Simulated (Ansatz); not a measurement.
CH2Si, SMILES `[C]=[SiH2]` (triplet; the order of the spin states depends on the level) (charge 0, multiplicity 3). This triplet lies 0.26 eV below the relaxed singlet at the level frozen-core full CI/6-31g // B3LYP-D3(BJ)/def2-TZVP (Ansatz, an electronic-structure program); other levels give the other order.

Cartesian coordinates (Å):
```xyz
4

C      1.6932    -0.1493    -0.0642
Si    -0.0397     0.0035     0.2179
H     -0.7195     1.2894    -0.0766
H     -0.9340    -1.1436    -0.0770
```
Charge 0, spin multiplicity 3.

Frozen-core energies in cc-pVDZ from Ansatz at a geometry from B3LYP-D3(BJ)/def2-TZVP; the HF reference has <S^2> = 2.69 and the T1 diagnostic is 0.075.

```
level     energy (Ha)  difference from CCSDTQ (mHa)
--------  -----------  ----------------------------
HF         -327.79451                        204.04
MP2        -327.94079                         57.76
CCSD       -327.98665                         11.91
CCSD(T)    -327.99430                          4.25
CCSDT      -327.99782                          0.73
CCSDT(Q)   -327.99863                         -0.07
CCSDTQ     -327.99855                          0.00
```
